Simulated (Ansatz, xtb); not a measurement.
**Relative energy of two isomers of C4H6Br2**

Structure I: `Br[C@H]1C[C@@H](Br)C1`, a singlet. Structure II: `Br[C@H]1C[C@H](Br)C1`, a singlet. Both are isolated molecules in the gas phase, relaxed with PBE0-D3(BJ)/def2-SVP.

Quicker runs give these differences E(II) − E(I): GFN2-xTB −0.22 kcal/mol; HF/STO-3G +1.22 kcal/mol (at GFN2-xTB geometries); r2SCAN-D4/def2-SVP +0.95 kcal/mol (at GFN2-xTB geometries).

Task: Estimate which is lower in electronic energy at CCSD(T)/def2-SVP + ΔMP2/def2-TZVPP, and by roughly how much.

Result: CCSD(T)/def2-SVP + ΔMP2/def2-TZVPP gives E(II) − E(I) = +0.74 kcal/mol, slightly favouring structure I, which is too small a margin to settle the true order.

How the difference moves with the method:

```json
{"level": "GFN2-xTB", "geometry": "GFN2-xTB", "E(II) − E(I) (kcal/mol)": "−0.22", "departure from the last row (kcal/mol)": "−0.95", "job, with rough time for the two": "optimisation, 0.2 s"}
{"level": "HF/STO-3G", "geometry": "GFN2-xTB", "E(II) − E(I) (kcal/mol)": "+1.22", "departure from the last row (kcal/mol)": "+0.48", "job, with rough time for the two": "single point, 0.76 s"}
{"level": "r2SCAN-D4/def2-SVP", "geometry": "GFN2-xTB", "E(II) − E(I) (kcal/mol)": "+0.95", "departure from the last row (kcal/mol)": "+0.22", "job, with rough time for the two": "single point, 7.5 s"}
{"level": "PBE0-D3(BJ)/def2-SVP", "geometry": "PBE0-D3(BJ)/def2-SVP", "E(II) − E(I) (kcal/mol)": "+0.90", "departure from the last row (kcal/mol)": "+0.16", "job, with rough time for the two": "optimisation, 73 s"}
{"level": "HF/def2-SVP", "geometry": "PBE0-D3(BJ)/def2-SVP", "E(II) − E(I) (kcal/mol)": "+0.90", "departure from the last row (kcal/mol)": "+0.16", "job, with rough time for the two": "part of the CCSD(T) run"}
{"level": "MP2/def2-SVP", "geometry": "PBE0-D3(BJ)/def2-SVP", "E(II) − E(I) (kcal/mol)": "+0.85", "departure from the last row (kcal/mol)": "+0.11", "job, with rough time for the two": "part of the CCSD(T) run"}
{"level": "CCSD(T)/def2-SVP", "geometry": "PBE0-D3(BJ)/def2-SVP", "E(II) − E(I) (kcal/mol)": "+0.68", "departure from the last row (kcal/mol)": "−0.05", "job, with rough time for the two": "single point"}
{"level": "CCSD(T)/def2-SVP + ΔMP2/def2-TZVPP", "geometry": "PBE0-D3(BJ)/def2-SVP", "E(II) − E(I) (kcal/mol)": "+0.74", "departure from the last row (kcal/mol)": "", "job, with rough time for the two": "single point, 2.8 min"}
```

As drawn, both hold the same kinds of bond in the same numbers.

The largest departure from CCSD(T)/def2-SVP + ΔMP2/def2-TZVPP is that of GFN2-xTB, 0.95 kcal/mol. The last row adds to CCSD(T) the change of the MP2 difference between the two basis sets, here +0.05 kcal/mol.

With thermal terms from frequencies at re-optimised GFN2-xTB minima (ideal gas, soft modes damped towards free rotors, one conformer each, 298.15 K, 1 atm): the zero-point term adds −0.06 kcal/mol; ΔH is +0.72 and ΔG +0.23 kcal/mol.

The correlated steps freeze 22 core orbitals; the filled d shell of Br is correlated, in a basis made for valence electrons. Codes used: Ansatz 0.2.0, xtb 6.7.1; the last row on 2 threads of Arm Neoverse V2 on a shared host.
